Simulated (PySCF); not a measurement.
## Selenium: a sound run and one with changed settings

Sound run: Se+ [Ar] 3d10 4s2 4p3, Se(2+) [Ar] 3d10 4s2 4p2. Computed with PySCF 2.14 in 6-31G*, with no relativity, point nucleus. The sound run starts from symmetry-adapted Hartree-Fock orbitals and uses a fine grid where one is needed.

Changed run: radial step 1.2 in ln r (0.13 in the sound run). This setting is unsound on purpose.

| species | method | sound run (hartree) | changed run (hartree) | converged |
| --- | --- | --- | --- | --- |
| Se+ | UHF | -2399.21035 | -2399.21035 | yes |
| Se+ | LDA | -2397.39779 | -2382.90653 | yes |
| Se+ | PBE0 | -2400.55419 | -2389.23779 | yes |
| Se(2+) | UHF | -2398.44268 | -2398.44268 | yes |
| Se(2+) | LDA | -2396.60497 | -2382.09725 | yes |
| Se(2+) | PBE0 | -2399.76412 | -2388.45422 | yes |

Ionisation energy of Se+:

```
method  sound run (eV)  changed run (eV)
   UHF          20.889            20.889
   LDA          21.574            22.021
  PBE0          21.499            21.322
```

A coarse radial grid mis-integrates the density and the exchange-correlation energy, with errors of either sign; Hartree-Fock needs no grid.

For comparison, NIST gives 21.196 ± 0.01 eV between the lowest levels.
